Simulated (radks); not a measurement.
The numbers below are computed, except where a source is named.
Numerical settings for neutral promethium, [Xe] 4f5 6s2. Level of theory: Dirac Kohn-Sham, LDA (Slater exchange, Perdew-Wang correlation), spin-unpolarised, spherical densities, finite nucleus; open shells are shared between the two j in proportion to 2j + 1; Fermi nuclear charge, rms radius 4.962 fm (a radial shooting solver on a logarithmic mesh with Libxc functionals). The defaults (mesh step 0.008 in ln r, mesh end at 40 bohr or more with all orbitals vanishing there, Anderson mixing 0.5 over 9 steps, residual threshold near 1e-9 with the energy settled to 1e-9 hartree or 1e-11 of itself, here a cap of 97 iterations) give E = -10019.4742 hartree and 4f7/2 at -2.140 eV in 14 iterations. Run on one thread of a shared host, so times are rough (Intel(R) Xeon(R) 6975P-C): 0.11 s of CPU time, 0.11 s wall, 14 iterations on 2440 mesh points. Changes against that run (0 stands for a change within the tolerance of the run):

setting                     iterations  converged  E (mhartree)  e(4f7/2) (meV)  CPU (s)
mesh step in ln r 0.02              14        yes     +0.000425               0     0.05
mesh step in ln r 0.012             14        yes             0               0     0.08
mesh step in ln r 0.003             14        yes             0               0     0.29
mesh end (bohr) 400                 14        yes             0               0     0.12
mesh end (bohr) 12                  14        yes        +0.483           +41.5     0.11
residual threshold 0.001            10        yes             0           -0.69      0.1
residual threshold 1e-16            97         no             0               0     0.36
mixing 0.05                         33        yes             0               0     0.26
linear mixing, mixing 1             97         no     +3.47e+05       +2.15e+03        3
linear mixing, mixing 0.05          97         no      +0.00212           -12.4     0.63
mixing history 3                    17        yes             0               0     0.13
iteration cap 5                      5         no       +0.0495           +81.3     0.05

No run marked as converged misses the energy by more than 1 mhartree. A mesh that ends early acts as a hard wall.
